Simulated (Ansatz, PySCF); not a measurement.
Reaction (SMILES): CC(N)=O -> N[C]=O + [CH3] (CH3) (the C-C bond at the site shown breaks; other sites are not compared here)
Geometries: B3LYP-D3(BJ)/def2-TZVP minima from Ansatz (an electronic-structure program), one conformer each, not searched for the lowest.

Wanted: bond dissociation energy (enthalpy at 298 K, with B3LYP-D3(BJ) rigid-rotor harmonic-oscillator terms from PySCF), in kcal/mol. Valence correlation only, unless marked. UHF or UKS for open shells. No spin-orbit coupling. Non-relativistic. CBS marks a two-point X^-3 extrapolation of the correlation energy; Hartree-Fock from the larger set. [CCSD(T)-MP2]/basis is that difference in the basis named.

RI-MP2/CBS(cc-pVTZ,cc-pVQZ)+[CCSD(T)-MP2]/cc-pVTZ (Ansatz) gives 88.3 kcal/mol.

Another calculation gave 78.0 kcal/mol. Which level was it?
A) B2GP-PLYP/def2-TZVPD (Ansatz)
B) revPBE/def2-TZVPD (Ansatz)
C) SVWN5/def2-TZVPD (Ansatz)
D) r2SCAN0/def2-TZVPD (Ansatz)

B, revPBE/def2-TZVPD (Ansatz). The others give 102.1 (SVWN5), 84.6 (B2GP-PLYP), 81.0 (r2SCAN0) kcal/mol.
